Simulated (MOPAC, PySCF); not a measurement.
H4SSi, SMILES `[SiH3]S`, neutral singlet in the gas phase. 

Cartesian coordinates (Å):
```xyz
6

Si    -0.5274     0.0564    -0.0703
S      1.3776    -0.9399    -0.0828
H     -1.4838    -0.9518    -0.5723
H     -0.5276     1.2412    -0.9571
H     -0.9096     0.4823     1.2946
H      2.0680     0.1130     0.3888
```
Charge 0, multiplicity 1.

All levels are single points at this geometry (B3LYP-D3(BJ)/def2-TZVP); Pople sets use spherical d functions. Orbital energies aren't observables, and empty levels follow the basis.

```csv
level,HOMO (eV),LUMO (eV),gap (eV),dipole (D),"vertical IE, Delta-SCF (eV)"
B3LYP-D3(BJ)/def2-TZVP in PySCF,-7.24,-0.16,7.08,1.05,9.85
PBE-D3(BJ)/def2-TZVP in PySCF,-6.27,-0.77,5.49,1.01,9.69
B3LYP/3-21G in PySCF,-7.18,-0.08,7.09,1.91,–
B3LYP/LANL2DZ in PySCF,-7.16,-0.08,7.09,1.89,–
BP86/6-31G* in PySCF,-6.25,-0.73,5.51,1.41,–
M06-2X/6-31G* in PySCF,-8.53,0.90,9.44,1.56,–
SVWN5/6-31G* in PySCF,-6.19,-0.90,5.29,1.46,9.79
HF/3-21G in PySCF,-10.45,3.23,13.68,2.26,–
HF/6-31G* in PySCF,-10.28,3.25,13.53,1.64,8.92
HF/STO-3G in PySCF,-7.10,10.72,17.82,1.21,–
AM1 in MOPAC,-9.65,-1.29,8.35,2.02,–
PM6 in MOPAC,-9.48,-0.51,8.97,1.76,–
PM7 in MOPAC,-9.51,-0.84,8.67,1.89,–
```
